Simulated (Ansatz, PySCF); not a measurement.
Gas-phase reaction in SMILES: F[Si](F)(F)Br + 4 [H][H] (H2) -> Br (HBr) + 3 F (HF) + [SiH4] (SiH4)
Structures are relaxed separately at B3LYP-D3(BJ)/def2-TZVP in Ansatz (a quantum-chemistry and plane-wave program).
Geometry of the first species:
```
Si
F 1 1.5732
F 1 1.5732 2 108.34
F 1 1.5732 2 108.34 3 -117.32
Br 1 2.1754 2 110.58 4 -121.34
```
Charge 0, spin multiplicity 1.

Quantity: energy of full hydrogenation (electronic energy difference), in eV. Cores are frozen in the correlated levels unless marked. No spin-orbit coupling. The frozen core is the preceding noble-gas configuration, with the filled d and f shells of earlier blocks. No relativistic terms. FCI takes restricted orbitals. CBS(X,Y): correlation extrapolated as X^-3; Hartree-Fock from the larger set.

```tsv
level	program	energy of full hydrogenation (eV)
HF-D3(BJ)/def2-TZVPD	PySCF + dftd3	4.68
```

Problem. Predict the CCSD(T)/CBS(def2-TZVPP,def2-QZVPP) result (Ansatz).

Solution. 4.60 eV, so HF-D3(BJ)/def2-TZVPD differs from it by 0.08 eV.
